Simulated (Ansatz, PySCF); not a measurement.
This Ansatz (a first-principles code) input computes a CCSD(T)/cc-pVDZ energy:

Ansatz 0.2 input:
```yaml
crystal:
  periodic: [false, false, false]
  atoms:
    - {symbol: B, position_ang: [-0.02703457, -0.07509924, 0.56928949]}
    - {symbol: F, position_ang: [1.16465345, -0.50045187, 0.21108337]}
    - {symbol: C, position_ang: [-1.06947433, 0.48527479, -0.44364211]}
    - {symbol: H, position_ang: [-2.09689543, 0.38650503, -0.09670412]}
    - {symbol: H, position_ang: [-0.96345684, 0.02310764, -1.43067193]}
    - {symbol: H, position_ang: [-0.86951002, 1.55830167, -0.55696903]}
basis:
  gaussian:
    orbitals: cc-pVDZ
magnetization: {spin_polarized: true, initial_magnetization: 1}
correlation: {method: ccsd_t, electrons: outside_noble_gas}
```

Problem. Write an input for the same energy in PySCF and say what it gives.

Solution. 
```python
from pyscf import gto, scf, mp, cc as ccmod

mol = gto.M(
    atom='''
    B    -0.02703457   -0.07509924    0.56928949
    F     1.16465345   -0.50045187    0.21108337
    C    -1.06947433    0.48527479   -0.44364211
    H    -2.09689543    0.38650503   -0.09670412
    H    -0.96345684    0.02310764   -1.43067193
    H    -0.86951002    1.55830167   -0.55696903
    ''',
    basis='cc-pvdz',
    charge=0,
    spin=1,
    verbose=4,
)

mf = scf.UHF(mol)
mf.conv_tol = 1e-10
mf.max_cycle = 100
mf.kernel()
mo, _, stable, _ = mf.stability(return_status=True)
if not stable:
    mf.kernel(mf.make_rdm1(mo, mf.mo_occ))
mp2 = mp.MP2(mf, frozen=3).run()
cc = ccmod.CCSD(mf, frozen=3)
cc.max_cycle = 100
cc.kernel()
et = cc.ccsd_t()
print(f'E(CCSD(T)) = {cc.e_tot + et:.9f}')
```
It gives -164.17163 Eh, and Ansatz -164.17163 Eh, a difference of 0.00 mEh.

It need not be the lowest isomer of its formula.
